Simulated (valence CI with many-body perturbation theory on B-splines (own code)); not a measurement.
The numbers below are computed, except where a source is named.
# Hyperfine factors and g values of Se18+

Method: configuration interaction combined with many-body perturbation theory (CI+MBPT): six valence electrons over a frozen Dirac-Fock core [Ne], a basis of 9 s, 9 p, 8 d, 6 f, 3 g, 1 h functions for each j, with the one-electron correlation potential Σ1, the two-electron term Σ2, the three-electron term Σ3, Breit, model QED; selected CI, second order for the rest, scaled by the run's own slope (own B-spline code, finite nucleus).

No measured spectrum was set against this ion. As an estimate, levels of excited configurations hold to 0.05 to 0.15 % of their energy, terms of the ground configuration to about 0.5 %. Among the levels kept, up to 1500 cm⁻¹ of a level comes from second order outside the variational space, and about a tenth of that is noise between levels of different J, which matters for small intervals.

A/g_I is the dipole constant over the nuclear g factor μ/I (μ in nuclear magnetons, uniformly magnetised nucleus), B/Q the quadrupole constant per barn. Both hold the static response of the core; the bare values leave it out. Large factors of s and p1/2 electrons are usually good to 5 to 10 %; those of open d and f shells near neutrality can be off by tens of per cent, and small factors of p3/2, d and f electrons come from cancelling terms and can be off by a factor of two or in sign, in half-filled shells by more. B is blank for J = 1/2, where it vanishes, and for nearly pure S terms. Energies count from the lowest level. Levels with J = 0 are left out.

Names give the largest LS component (configuration and term), which can be under half, so a name can repeat, a term be missing and a line seem to break the LS rules; names also repeat where a configuration has a term twice. Letters in brackets count levels of one name in rising energy.

```tsv
Level	E (cm⁻¹)	g	A/g_I (MHz)	A/g_I bare	B/Q (MHz/b)	B/Q bare
3s2 3p4 3P_2	0	1.430	12000	12000	13500	13000
3s2 3p4 3P_1	57849	1.499	-957	-434	-11000	-10700
3s2 3p4 1D_2	92112	1.067	25900	25100	-35700	-34500
3s 3p5 3P°_2	488860	1.499	53200	51400	-19900	-19300
3s 3p5 3P°_1	521570	1.454	25200	24800	8160	7890
3s 3p5 1P°_1	625090	1.046	59300	56900	-14400	-14000
3s2 3p3 3d 5D°_2	635560	1.352	5440	5850	-832	-845
3s2 3p3 3d 5D°_3	636180	1.421	4410	4890	2940	2970
3s2 3p3 3d 5D°_1	638990	1.469	1430	2140	-2400	-2470
3s2 3p3 3d 5D°_4	644690	1.458	2320	2800	3430	3720
3s2 3p3 3d 3D°_2 [a]	665180	1.083	4260	4450	-3210	-2980
3s2 3p3 3d 3D°_3 [a]	690950	1.279	1320	1750	9290	9150
3s2 3p3 3d 3D°_1 [a]	695340	0.548	19700	18900	-1170	-1090
3s2 3p3 3d 3F°_2 [a]	699020	0.903	19300	18800	-21600	-20900
3s2 3p3 3d 3F°_3 [a]	707930	1.146	16200	15900	-17400	-16800
3s2 3p3 3d 3F°_4 [a]	722220	1.204	12900	12800	-14800	-14100
3s2 3p3 3d 3G°_3	728360	0.867	7130	7070	15400	15400
3s2 3p3 3d 3F°_4 [b]	741720	1.163	4940	5110	25100	24600
3s2 3p3 3d 1G°_4	754280	1.025	15300	15000	776	1170
3s2 3p3 3d 3G°_5	755190	1.199	12500	12400	4450	4720
3s2 3p3 3d 3D°_1 [b]	769740	0.550	3440	3400	-3500	-3310
3s2 3p3 3d 1D°_2	772590	0.991	15800	15600	13600	13300
3s2 3p3 3d 3P°_1 [a]	792570	1.458	576	1400	-1870	-1850
3s2 3p3 3d 3D°_2 [b]	804720	1.151	-1900	-1400	10600	10500
3s2 3p3 3d 3F°_3 [b]	810680	1.060	12000	11900	7780	7850
3s2 3p3 3d 3F°_2 [b]	814000	0.890	13000	12700	10600	10400
3s2 3p3 3d 3D°_3 [b]	829770	1.217	11300	11300	-1500	-1270
3s2 3p3 3d 3F°_4 [c]	834110	1.193	7410	7510	4130	4370
3s2 3p3 3d 3P°_2 [a]	835840	1.319	7080	7310	13500	13200
3s2 3p3 3d 3P°_1 [b]	859190	1.455	12400	12200	-3100	-2980
3s2 3p3 3d 3P°_2 [b]	864420	1.447	11800	11900	285	153
3s2 3p3 3d 3S°_1	870780	1.611	1660	2390	-3150	-3070
3s2 3p3 3d 3D°_3 [c]	877630	1.247	4920	5190	11800	11600
```

(1) Take the isotope of mass number 79, with I = 7/2, μ = -1.018 μN and Q = 0.8 b. What is the hyperfine structure of 3s2 3p4 3P_2?

## Answers

(1) From the table A = -3490 MHz, B = 10800 MHz. Shifts from the centre of gravity in MHz: F = 3/2: 37200, F = 5/2: 23600, F = 7/2: 7380, F = 9/2: -8900, F = 11/2: -21700.
